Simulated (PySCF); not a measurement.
Gas-phase reaction: InH3 + 3 HF = InF3 + 6 H

Computed with PySCF (xtb for GFN2) and rigid-rotor harmonic-oscillator thermochemistry at 1 bar. † marks an energy on the PBE0/def2-TZVP geometry and frequencies; other levels use their own. MP2 freezes the core. Open shells (unrestricted): H (multiplicity 2); the rest are closed-shell singlets. GFN2 has no spin-polarisation term. In: scalar-relativistic def2 core potential, no spin-orbit coupling. InH3: computed as isolated molecules; such fragments, hydroxides, amides, oligomers or adducts are transient or little studied in the gas. MP2 isn't extrapolated to the basis-set limit; its ΔH°(298 K) is 1011.6 kJ in def2-SVP and 1115.7 kJ in def2-TZVPP. The harmonic model lacks anharmonicity and excited electronic states, which grow with temperature; levels with a mode under 35 cm⁻¹ are left out.

| level | ΔE electronic, kJ | ΔH°(298 K), kJ | ΔS°(298 K), J/K | ΔG°(1600 K), kJ |
|---|---|---|---|---|
| BLYP/def2-TZVP† | 1224 | 1136 | 248 | 663 |
| GFN2-xTB | 1327 | 1247 | 269 | 738 |
| HF/def2-TZVP† | 958 | 870 | 248 | 397 |
| M06-2X/def2-TZVP† | 1214 | 1126 | 248 | 653 |
| MP2/def2-SVP† | 1100 | 1012 | 248 | 538 |
| MP2/def2-TZVPP† | 1204 | 1116 | 248 | 642 |
| PBE/def2-SVP | 1147 | 1064 | 250 | 589 |
| ωB97M-V/def2-TZVP† | 1250 | 1161 | 248 | 688 |
ΔH° is lowest at HF/def2-TZVP† and highest at GFN2-xTB. No reference value is set beside these.
